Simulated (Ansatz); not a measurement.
Consider the ligand exchange at a Ge–C bond: `S[CH2][GeH3]` + `[SiH3]N[SiH3]` → `[SiH3][N]([SiH3])[GeH3]` + CH₃SH.

Calculated with Ansatz (gas phase, PBE0-D4/def2-TZVP geometries, no zero-point term in ΔE). CCSD(T)/CBS adds triple-zeta CCSD(T) − MP2 to the extrapolated MP2 energy (def2 sets, frozen cores). This one scheme is used for every species. Functionals use def2-TZVPP. For Ge outer-core shells are correlated without core-valence functions, which leaves a few kJ/mol of doubt a bond. Scalar relativity is left out up to krypton. Each species was taken in one conformer, which may not be the lowest.

```
                  species  ωB97M-V energy (Eh)
           `S[CH2][GeH3]`          -2516.74878
          `[SiH3]N[SiH3]`           -637.94154
`[SiH3][N]([SiH3])[GeH3]`          -2716.02752
                    CH₃SH           -438.67380
```

Task: Work out ΔE.

Result: ΔE = (-2716.02752) + (-438.67380) − (-2516.74878) − (-637.94154) = -0.01100 Eh = -0.30 eV. CCSD(T)/CBS gives -0.31 eV.

Largest T1 diagnostic among the species: 0.012.

The D4 term adds −0.07 eV with B3LYP and −0.04 eV with PBE0; it sums over pairs of atoms, weighted by their polarisabilities, and B3LYP, whose exchange is more repulsive, gets the larger term. From BLYP to BHLYP (50 % exact exchange), in def2-TZVPP and without D4, ΔE moves by −0.07 eV. At CCSD(T), def2-SVP lies −0.06 eV from the extrapolated value and def2-TZVPP −0.03 eV.

B3LYP here is the variant with VWN-RPA as its local correlation; programs differ in this.
